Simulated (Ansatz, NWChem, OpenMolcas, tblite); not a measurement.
Ligand exchange: C4H6 + Ga(CH3)(NH2)2 → C4H7N + GaH(CH3)(NH2)

Species: C4H6 (1,3-butadiene) `C=CC=C`, singlet; Ga(CH3)(NH2)2, singlet; C4H7N `C=CC(=C)N`, singlet; GaH(CH3)(NH2), singlet. The partners trade H for NH2: C–H and Ga–NH2 bonds give way to C–NH2 and Ga–H.

Shapes, held fixed at every level: PBE0-D4/def2-TZVP. Flexible molecules stand in one conformer, not always the lowest. Programs: Ansatz 0.2.0, NWChem 7.3.0, OpenMolcas 26.06, tblite 0.8.0. A level may come from different programs for different species; with the same settings they agree closely. Electronic energies: no zero-point or thermal term.

```csv
level,kind,ΔE (kJ/mol)
GFN2-xTB,semi-empirical,+28.7
HF/STO-3G,Hartree–Fock,+107.5
HF/3-21G,Hartree–Fock,+150.5
HF/def2-SVP,Hartree–Fock,+72.6
B3LYP/6-31G* (Cartesian functions),global hybrid,+60.3
PBE0/def2-SVP,global hybrid,+52.1
```

PBE0/def2-SVP gives ΔE = +52.1 kJ/mol; the levels span +28.7 to +150.5. The median of the levels is +66.4. No measured value is set beside it here. Relativity is left out for Ga. PBE0/def2-SVP lies outside the range of all other levels here, so it shouldn't be taken on trust. Rows in sets without polarisation functions are far from converged.
